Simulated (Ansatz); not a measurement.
Question: Name a neutral molecule of Al, S, Sn and H with HOMO–LUMO gap (B3LYP/def2-TZVPP) between 5.55 and 5.85 eV and ideal-gas entropy at 298 K and 1 bar (rigid rotor, harmonic PBE0-D4/def2-TZVP) between 344 and 360 J/(mol·K) (Ansatz, PBE0-D4/def2-TZVP geometry).

Answer: `[AlH2][S][SnH3]` (5.74 eV, 355 J/(mol·K)). Other molecules can fit too; these were computed, each in one conformer that needn't be the lowest.

B3LYP here is the variant with VWN-RPA as its local correlation; programs differ in this.
